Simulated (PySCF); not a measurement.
These are ωB97X-D3(BJ)/def2-TZVP // PBE0-D3(BJ)/def2-TZVP (PySCF) values and carry that method's errors. Gas-phase values, no solvent. Excitations are Tamm–Dancoff values on a coarser integration grid. The basis has no diffuse functions, so Rydberg states are missing or too high.

Reference species (SMILES): `B1C=C1` (neutral, multiplicity 1).

- HOMO–LUMO gap: 12.54 eV
- HOMO: -10.52 eV
- S1 oscillator strength: 0.004
- S1–T1 gap (TDA): 0.60 eV

Changed species: `B=C=C`.

**Question.** Give the shifts of the HOMO–LUMO gap, HOMO, S1 oscillator strength and S1–T1 gap (TDA).

**Answer.** the HOMO–LUMO gap drops by 4.30 eV, to 8.24 eV; the HOMO increases by 1.82 eV, to -8.70 eV; the S1 oscillator strength hardly moves; the S1–T1 gap (TDA) falls by 0.24 eV, to 0.36 eV.
